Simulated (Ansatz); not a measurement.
Diatomic ZnH, multiplicity 2 (the spin of the measured ground state). No spin–orbit coupling. Zn is treated without relativity.

D_e counts from the fitted minimum to each atom's lowest state at the same level, without counterpoise.

Run with Ansatz (Gaussian orbitals). Values without a source in brackets are computed.

Task: What is the computed bond energy D_e (SVWN5/def2-TZVPP)?

Result: 28.9 kcal/mol

Task: Predict the bond energy D_e from CAM-B3LYP/def2-TZVPP.

Result: 24.6 kcal/mol

Task: What bond energy D_e does wB97M-V/def2-TZVPP give?

Result: 24.1 kcal/mol

Ansatz is a quantum-chemistry and plane-wave program.
